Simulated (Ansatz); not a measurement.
CH₃AlO₂S (`O[CH]1[S][Al]1[OH]`), relaxed with RKS PBE0-D4/def2-TZVP in Ansatz 0.2.0 from a PBE-D4/def2-SVP geometry. The force threshold is 0.005 eV/Å; the program also tests the step.

The species carries charge 0 and has multiplicity 1.

Start:

```xyz
8

O     0.892    0.564   -1.634
C     0.711   -0.286   -0.579
S     1.210    0.533    1.326
Al   -0.730   -0.041    0.686
O    -2.407   -0.207    0.956
H     1.830    0.543   -1.915
H     1.351   -1.191   -0.606
H    -2.857    0.085    1.765
```

(1) By how much does the energy fall, and how many steps does the optimiser take? (Best estimate.)

(2) Which bonds change most? (Best estimate.)

(3) Give the relaxed structure. (Best estimate.)

## Answers

(1) The calculation gave: 6.69 kJ/mol, in 9 steps.

(2) Computed: C2–S3 from 2.133 to 1.996 Å; Al4–O5 from 1.707 to 1.678 Å; C2–Al4 from 1.933 to 1.913 Å; C2–H7 from 1.109 to 1.090 Å.

(3) Computed: 
```xyz
8

O     0.900    0.541   -1.626
C     0.725   -0.290   -0.543
S     1.192    0.530    1.216
Al   -0.750   -0.060    0.654
O    -2.390   -0.206    0.976
H     1.837    0.593   -1.848
H     1.319   -1.203   -0.596
H    -2.832    0.096    1.767
```
